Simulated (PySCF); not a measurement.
From computed data to an observable: dipole moment from atomic charges

(S)-bromo-chloro-fluoromethane (CHBrClF), SMILES F[C@@H](Cl)Br. Atoms are numbered in the order given.

```xyz
5

C     -0.5943    -0.4766    -0.3598
F     -0.8733    -1.5529     0.3722
Cl    -1.7783     0.7887    -0.0492
Br     1.2080     0.1187     0.0307
H     -0.6233    -0.7255    -1.4283
```

Coordinates come from a PBE0-D3(BJ)/def2-SVP optimisation.

Charges (e) from PBE/def2-TZVPD in PySCF:

```csv
atom,ESP fit,IAO
C1,-0.376,0.096
F2,0.035,-0.241
Cl3,0.033,-0.028
Br4,0.019,-0.011
H5,0.289,0.184
```

The dipole moment of the full density is 1.12 D.

Task: What dipole moment does each set of point charges give, and which comes closer to that of the density?

Result: 
μ = Σ q r, and 1 e Å = 4.8032 D.
ESP fit: Σ q r = (-0.023, -0.057, -0.266) e Å, |μ| = 1.31 D.
IAO: Σ q r = (0.075, 0.172, -0.386) e Å, |μ| = 2.06 D.
ESP fit comes closer in size. Point charges leave out the atoms' own dipoles (lone pairs, polarised bonds); fits to the potential absorb them, partitions of the density don't.
